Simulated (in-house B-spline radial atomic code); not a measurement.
Inner levels of tellurium as electrons are removed. A shift is the extra binding of the orbital against the neutral atom ([Kr] 4d10 5s2 5p4). The density at the nucleus is averaged over the nuclear charge. Computed with an all-electron radial atomic-structure program (B-spline basis): Dirac-Hartree-Fock, average of the configuration, finite nuclei.

```tsv
ion	configuration	shift of 2p1/2 (eV)	shift of 2p3/2 (eV)	shift of 3s1/2 (eV)	radius of 2p1/2 (bohr)	radius of 2p3/2 (bohr)	radius of 3s1/2 (bohr)	Σ<r²> (bohr²)	change of density at nucleus (bohr⁻³)
Te27+	[Ar] 3d7	1034.64	1032.65	919.58	0.10044	0.1059	0.30896	1.6002	-437.06
Te28+	[Ar] 3d6	1133.49	1131.19	994.37	0.10034	0.10578	0.30673	1.482	-319.86
Te29+	[Ar] 3d5	1234.52	1231.87	1070.35	0.10024	0.10566	0.30453	1.3694	-198.58
Te30+	[Ar] 3d4	1337.72	1334.69	1147.52	0.10013	0.10553	0.30233	1.2619	-73.225
Te31+	[Ar] 3d3	1443.07	1439.63	1225.87	0.10001	0.10539	0.30015	1.1594	56.229
Te32+	[Ar] 3d2	1550.56	1546.68	1305.38	0.099892	0.10525	0.29799	1.0614	189.79
Te33+	[Ar] 3d1	1660.17	1655.83	1386.06	0.099766	0.1051	0.29585	0.96779	327.46
Te34+	[Ne] 3s2 3p6	1771.9	1767.06	1467.89	0.099634	0.10495	0.29372	0.87823	469.25
Te35+	[Ne] 3s2 3p5	1877.39	1871.74	1541.26	0.099619	0.10493	0.29207	0.77381	607.57
Te36+	[Ne] 3s2 3p4	1984.31	1977.83	1615.4	0.099487	0.10478	0.29043	0.67237	748.49
Te37+	[Ne] 3s2 3p3	2092.66	2085.31	1690.31	0.099353	0.10463	0.28881	0.57381	892.01
Te38+	[Ne] 3s2 3p2	2202.42	2194.18	1765.98	0.099214	0.10448	0.28721	0.47803	1038.12
```
